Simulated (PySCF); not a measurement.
**Gas-phase thermal properties of BiCl₃**

Method: PySCF energies (xtb for GFN2) plus ideal-gas RRHO corrections (1 bar). All species are closed-shell singlets. Bi: scalar-relativistic def2 core potential, no spin-orbit coupling. The harmonic model lacks anharmonicity and excited electronic states, which grow with temperature; levels with a mode under 35 cm⁻¹ are left out. Soft modes under 120 cm⁻¹ make the harmonic entropy rough for BiCl₃.

```
level           point group  σ  ZPE (kJ/mol)  S°298 (J/mol/K)  Cp298 (J/mol/K)  S°1000 (J/mol/K)  H1000 − H298 (kJ/mol)
--------------  -----------  -  ------------  ---------------  ---------------  ----------------  ---------------------
GFN2-xTB                C3v  3           6.8            358.9             79.1             457.6                   57.5
PBE/def2-SVP            C3v  3           7.6            354.9             78.1             453.2                   57.2
PBE0/def2-TZVP          C3v  3           8.0            351.0             77.7             449.0                   57.2
```
σ: rotational symmetry number. Electronic degeneracy used: 1. Frequencies are unscaled.
